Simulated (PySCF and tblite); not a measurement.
Results of a calculation; reference values are marked as such.
System: C4H8S2Si, numbered as in [CH3:1][S:2][S:3][C:4]1=[CH:5][SiH2:6][CH2:7]1.

Motion: rotation about the S2–S3 bond (torsion C1–S2–S3–C4 from -86° to 92°, rising). GFN2-xTB gives an electronic barrier of 10.2 kcal/mol and a reaction energy of 0.7 kcal/mol.

**Question.** What does PBE0/pcSseg-1 + D3(BJ) give on GFN2-xTB geometries?

**Answer.** A barrier of 14.2 kcal/mol, 3.9 above the tight-binding barrier (from unrounded values), a reaction energy of 1.4 kcal/mol and, with GFN2-xTB thermal terms, ΔG‡(298 K) = 14.5 kcal/mol and k = 141 s⁻¹ (1 equivalent path).

Programs: tblite and PySCF.
